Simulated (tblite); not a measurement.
Species: C3H7B3N (doublet state).
Numbering: `[BH2:1][N:2]([BH2:3])[B:4]([CH2:5])[C:6]#[CH:7]` (hydrogens: H8, H9 on B1; H10, H11 on B3; H12, H13 on C5; H14 on C7)
Bond orders are those of one Lewis drawing.

Computed with GFN2-xTB (tblite), gas phase: L-BFGS steps from a force-field or distance-geometry start until the largest atomic force falls under 0.01 eV/Å.

Step 69: E = -449.8148 eV
```
atom  x, y, z in Å  |  force x, y, z in eV/Å
B1     -1.8214    1.0815    0.2159    0.058  -0.059  -0.049
N2     -0.8244    0.1762   -0.2506    0.014  -0.025  -0.010
B3     -1.1092   -0.6567   -1.3756   -0.014  -0.042  -0.011
B4      0.4850    0.0482    0.4016    0.008   0.022   0.015
C5      0.7903    0.4770    1.8168   -0.020   0.000   0.006
C6      1.6379   -0.5805   -0.3648   -0.041  -0.035  -0.007
C7      2.5661   -1.1020   -0.9307    0.024   0.033  -0.007
H8     -1.6937    1.6611    1.2211    0.060   0.054   0.061
H9     -2.7912    1.2394   -0.4186   -0.027   0.005  -0.016
H10    -2.0053   -0.4075   -2.0850   -0.035   0.015   0.023
H11    -0.4575   -1.6116   -1.5649    0.005   0.014  -0.030
H12     1.7690    0.3201    2.2439   -0.021   0.018   0.022
H13     0.0797    0.9033    2.5043   -0.018   0.002   0.004
H14     3.3741   -1.5487   -1.4354    0.007  -0.001  -0.001
```

Step 70: E = -449.8155 eV
```
atom  x, y, z in Å  |  force x, y, z in eV/Å
B1     -1.8182    1.0854    0.2159    0.004  -0.064  -0.048
N2     -0.8228    0.1793   -0.2518    0.003  -0.047  -0.039
B3     -1.1094   -0.6575   -1.3743    0.005  -0.017   0.003
B4      0.4866    0.0504    0.3990   -0.001   0.029   0.037
C5      0.7876    0.4767    1.8160   -0.026   0.000  -0.004
C6      1.6389   -0.5799   -0.3658    0.014  -0.059  -0.039
C7      2.5675   -1.1024   -0.9309   -0.027   0.056   0.021
H8     -1.6874    1.6647    1.2224    0.050   0.050   0.022
H9     -2.7946    1.2359   -0.4147    0.025   0.011   0.018
H10    -2.0086   -0.4114   -2.0805   -0.039   0.008   0.021
H11    -0.4512   -1.6081   -1.5659   -0.010   0.018  -0.030
H12     1.7657    0.3186    2.2438   -0.027   0.027   0.040
H13     0.0714    0.8997    2.5005    0.013  -0.008   0.004
H14     3.3740   -1.5516   -1.4355    0.016  -0.003  -0.005
```

Step 71: E = -449.8162 eV
```
atom  x, y, z in Å  |  force x, y, z in eV/Å
B1     -1.8126    1.0869    0.2153    0.003  -0.052   0.001
N2     -0.8202    0.1788   -0.2535   -0.008  -0.052  -0.047
B3     -1.1128   -0.6607   -1.3727    0.026   0.004   0.007
B4      0.4890    0.0503    0.3973   -0.013   0.018   0.032
C5      0.7839    0.4772    1.8150   -0.016   0.000  -0.011
C6      1.6407   -0.5815   -0.3664    0.038  -0.057  -0.047
C7      2.5708   -1.1007   -0.9325   -0.047   0.056   0.032
H8     -1.6854    1.6583    1.2282    0.050   0.042  -0.009
H9     -2.7862    1.2442   -0.4158    0.001   0.017  -0.003
H10    -2.0159   -0.4141   -2.0741   -0.032  -0.005   0.024
H11    -0.4510   -1.6084   -1.5657   -0.022   0.014  -0.036
H12     1.7611    0.3224    2.2457   -0.028   0.029   0.051
H13     0.0617    0.8981    2.4946    0.027  -0.011   0.013
H14     3.3763   -1.5510   -1.4373    0.020  -0.002  -0.007
```

Step 72: E = -449.8170 eV
```
atom  x, y, z in Å  |  force x, y, z in eV/Å
B1     -1.8077    1.0885    0.2141   -0.039  -0.037   0.025
N2     -0.8185    0.1784   -0.2561   -0.005  -0.038  -0.025
B3     -1.1146   -0.6628   -1.3724    0.026   0.020   0.001
B4      0.4904    0.0504    0.3960   -0.014  -0.003   0.010
C5      0.7806    0.4762    1.8147   -0.009   0.009  -0.009
C6      1.6407   -0.5835   -0.3687    0.027  -0.027  -0.018
C7      2.5735   -1.0983   -0.9341   -0.031   0.028   0.021
H8     -1.6805    1.6569    1.2302    0.050   0.033  -0.040
H9     -2.7840    1.2480   -0.4140    0.023   0.016   0.002
H10    -2.0224   -0.4174   -2.0689   -0.020  -0.018   0.027
H11    -0.4482   -1.6066   -1.5663   -0.029   0.002  -0.047
H12     1.7563    0.3258    2.2496   -0.015   0.020   0.048
H13     0.0558    0.8961    2.4918    0.021  -0.013   0.013
H14     3.3780   -1.5520   -1.4378    0.016   0.008  -0.007
```

Problem. Estimate the geometry and energy of step 73. (The exact step hangs on the optimiser's Hessian estimate; all steps are aligned on step 72, rigid shifts and turns removed.)

Solution. E = -449.8179 eV, largest force 0.098 eV/Å
```
atom  x, y, z in Å  |  force x, y, z in eV/Å
B1     -1.8040    1.0900    0.2124   -0.045  -0.010   0.081
N2     -0.8183    0.1766   -0.2579   -0.006  -0.006   0.006
B3     -1.1153   -0.6646   -1.3729    0.015   0.021  -0.009
B4      0.4904    0.0502    0.3952   -0.010  -0.023  -0.017
C5      0.7780    0.4739    1.8147    0.009   0.012   0.001
C6      1.6395   -0.5840   -0.3713    0.014   0.002   0.016
C7      2.5752   -1.0953   -0.9344   -0.002  -0.007   0.000
H8     -1.6740    1.6628    1.2283    0.052   0.008  -0.083
H9     -2.7828    1.2494   -0.4104    0.012   0.016  -0.014
H10    -2.0307   -0.4239   -2.0620   -0.006  -0.028   0.030
H11    -0.4412   -1.6016   -1.5706   -0.035  -0.010  -0.060
H12     1.7524    0.3270    2.2536   -0.009   0.013   0.034
H13     0.0521    0.8924    2.4905   -0.001  -0.006   0.022
H14     3.3784   -1.5531   -1.4369    0.012   0.019  -0.005
```

The energy changes by -0.0009 eV. The first-order estimate −F·Δx gives -0.0012 eV and the mean of the old and new forces, exact on a quadratic surface, -0.0009 eV. The step makes an angle of 70° with the force vector and moves no atom by more than 0.013 Å.

What follows is the cost of the whole relaxation. The run took 0.77 s on one thread of an Arm Neoverse V1, no GPU, shared host with 32 logical CPUs at a one-minute load of 7.4.
